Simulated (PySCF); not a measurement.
A structure optimised at PBE-D3(BJ)/def2-TZVP, used in a PySCF frequency run:

```xyz
5

B     -0.0142    -0.6876     0.0000
N      0.0590     0.6368     0.0000
H      0.9685    -1.3999     0.0000
H     -1.1104    -1.2300     0.0000
H     -0.1999     1.6102     0.0000
```
Charge 0, spin multiplicity 2.

Write its SMILES, formula and point group.

B[NH], BH3N, Cs

What are its rotational constants (standard atomic weights)?

222.73, 29.895, 26.357 GHz
